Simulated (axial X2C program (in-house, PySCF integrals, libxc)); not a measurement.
## Outer orbitals of TaC at 1.758 Å, HF

Calculated with an axial X2C code built on PySCF integrals. Spin-free means the one-electron spin-free X2C Hamiltonian; two-component (2c) means X2C with spin–orbit coupling and atomic mean-field two-electron Coulomb and Gaunt terms, so the difference of the two also holds small scalar two-electron terms. Basis: Ta dyall-cv3z [13s14p9d7f4g], C dyall-v3z [7s6p2d1f] (cores contracted in-house); Gaussian nuclei, density fitting, unrestricted open shells. Masses: Ta 180.948 u, C 12.000 u.

The distance is close to the 2c PBE0 minimum; the highest filled and lowest empty levels are listed.

Spin-free orbitals, state M_S = 3/2, Λ = 2 (beyond evenly filled blocks: 2 × σα, δ+α) (Löwdin shares):

```csv
symmetry,occupied,ε (eV),atomic character
σα,yes,-18.81,"55% C s, 22% Ta d, 10% Ta s"
σβ,yes,-18.69,"57% C s, 15% Ta d, 12% Ta p"
σα,yes,-10.54,"58% C p, 27% Ta d, 6% C s"
π-β,yes,-9.26,"62% C p, 26% Ta d, 5% Ta p"
π+β,yes,-9.26,"62% C p, 26% Ta d, 5% Ta p"
π+α,yes,-9.07,"72% Ta d, 24% C p, 3% C d"
δ+α,yes,-8.80,99% Ta d
π-α,yes,-8.66,"65% Ta d, 31% C p, 2% C d"
σα,yes,-7.76,"66% Ta s, 12% Ta p, 12% Ta d"
π+α,no,-0.01,"85% Ta p, 10% C p, 5% Ta d"
σβ,no,0.01,"65% Ta s, 30% Ta p, 3% C p"
π-α,no,0.23,"86% Ta p, 7% C p, 7% Ta d"
σα,no,0.76,"66% Ta p, 17% Ta d, 10% C p"
```

Spinors with spin–orbit coupling (state Ω = 1/2):

```csv
ω,occupied,ε (eV),atomic character,λ mixture
-1/2,yes,-18.79,"55% C s, 22% Ta d, 10% Ta s",100% σ
1/2,yes,-18.68,"57% C s, 15% Ta d, 13% Ta p",100% σ
-1/2,yes,-10.53,"58% C p, 27% Ta d, 6% C s","99% σ, 1% π"
3/2,yes,-9.29,"49% C p, 42% Ta d, 3% Ta p","80% π, 20% δ"
-1/2,yes,-9.29,"62% C p, 26% Ta d, 5% Ta p","99% π, 1% σ"
1/2,yes,-9.15,"72% Ta d, 24% C p, 3% C d","99% π, 1% σ"
3/2,yes,-8.94,"84% Ta d, 13% C p","80% δ, 20% π"
-3/2,yes,-8.57,"65% Ta d, 31% C p, 2% C d",100% π
-1/2,yes,-7.73,"66% Ta s, 12% Ta p, 12% Ta d",100% σ
1/2,no,-0.13,"79% Ta p, 10% C p, 6% Ta s","92% π, 8% σ"
1/2,no,0.02,"59% Ta s, 35% Ta p, 4% C p","92% σ, 8% π"
-3/2,no,0.31,"87% Ta p, 7% C p, 6% Ta d",100% π
-1/2,no,0.77,"66% Ta p, 17% Ta d, 9% C p","98% σ, 2% π"
```

**Question.** How does the gap between the highest filled and lowest empty level change from the spin-free to the 2c table?

**Answer.** From 7.75 to 7.60 eV at HF, a change of -0.15 eV.

Mulliken charges and populations of the two-component result (they depend on the basis, above all on diffuse functions):

Ta 0.36 e (s 10.88 p 24.17 d 23.54 f 14.05 g 0.01), C -0.36 e (s 3.66 p 2.64 d 0.06 f 0.01). ⟨Lz⟩ = 1.99 ħ and ⟨Sz⟩ = -1.49 ħ (-1.58 and 0.09 on the two atoms), which add up to Ω.

The state is one determinant with fixed occupations, lowest in a PBE0 search at one distance only: followed along the bond, the spin-free determinant M_S = 1/2, Λ = 0 reaches 0.25 eV lower at PBE0, at Re = 1.723 Å, so the state shown is not the lowest. With several unpaired electrons one determinant need not be a pure state. The determinant is spin-polarised beyond a pure state at some levels (its spin-free form has ⟨S²⟩ too high), which makes Re and μ there less reliable.
